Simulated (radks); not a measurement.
Values are calculated unless marked as measured or tabulated.
All-electron atom: Pr IV in [Xe] 4f1 5d1 (not the ground configuration).

Level of theory: scalar-relativistic Kohn-Sham, r2SCAN, spin-polarised, spherical densities, finite nucleus; open shells are filled with parallel spins first (spin-orbit coupling, left out, can overturn this in heavy ions); meta-GGA in the generalised Kohn-Sham scheme; Fermi nuclear charge, rms radius 4.8919 fm (a radial shooting solver on a logarithmic mesh with Libxc functionals).

Energy parts (hartree):
total: -9236.2792
kinetic: 9809.6869
electron-nucleus: -22329.5586
Hartree: 3498.5564
exchange-correlation: -214.9640

Orbitals (lengths in bohr, moments of r in powers of bohr; r(90%) holds 90 % of the orbital's charge):
orbital  occ.  eigenvalue (hartree)  r(90%)
1s up       1             -1540.465  0.0435
1s down     1             -1540.465  0.0435
2s up       1             -249.7575   0.159
2s down     1             -249.7550   0.159
2p up       3             -223.4990   0.147
2p down     3             -223.4971   0.147
3s up       1             -55.36217   0.399
3s down     1             -55.34734   0.399
3p up       3             -46.99964   0.405
3p down     3             -46.98449   0.404
3d up       5             -35.26292   0.387
3d down     5             -35.24970   0.386
4s up       1             -12.29442   0.889
4s down     1             -12.25058   0.889
4p up       3              -9.53080   0.950
4p down     3              -9.48659   0.950
4d up       5              -5.55952    1.07
4d down     5              -5.51424    1.07
4f up       1              -1.34111    1.58
4f down     0              -1.29337    1.58
5s up       1              -2.60599    2.07
5s down     1              -2.56674    2.07
5p up       3              -1.88370    2.37
5p down     3              -1.84135    2.36
5d up       1              -0.95146    3.23
5d down     0              -0.89342    3.20

The highest occupied level is 5d up at -25.891 eV. The configuration is held as typed, so some empty levels lie below it. Summed over all electrons, <r^2> = 40.59 bohr^2, which gives a Langevin (diamagnetic) susceptibility term of -32.1 x 10^-6 cm^3/mol. Spin moment in Bohr magnetons: 2. The spin density at the nucleus is -2.006 e/bohr^3 (1s 0.020, 2s -0.314, 3s -1.888, 4s 0.304, 5s -0.129). The density falls to 0.001 e/bohr^3 at r = 3.59 bohr. The electron density at the nucleus is 4.334e+05 e/bohr^3 (large components only).
